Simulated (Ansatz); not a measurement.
Program: Ansatz 0.2.0.

Basis-set series for `BCBO`. Total charge 0; spin multiplicity 1. The structure was optimised at the PBE0-D4/def2-TZVP level. It is one conformer, not always the lowest.

| functional | basis | functions | energy (Eh) | HOMO (eV) | LUMO (eV) |
| --- | --- | --- | --- | --- | --- |
| PBE0-D4 | def2-TZVPP | 208 | -166.53130 | -8.69 | -1.53 |
| PBE0-D4 | def2-QZVPP | 408 | -166.54147 | -8.71 | -1.55 |
| ωB97M-V | def2-TZVPP | 208 | -166.65513 | -11.00 | 0.41 |
| ωB97M-V | def2-QZVPP | 408 | -166.66473 | -11.02 | 0.33 |

Task: Give the rows for def2-SVP. (An estimate is asked.)

Result: The calculation gave: 
```tsv
functional	basis	functions	energy (Eh)	HOMO (eV)	LUMO (eV)
PBE0-D4	def2-SVP	86	-166.34196	-8.61	-1.41
ωB97M-V	def2-SVP	86	-166.45637	-10.89	0.65
```

Positive LUMOs are unbound and depend on the basis.
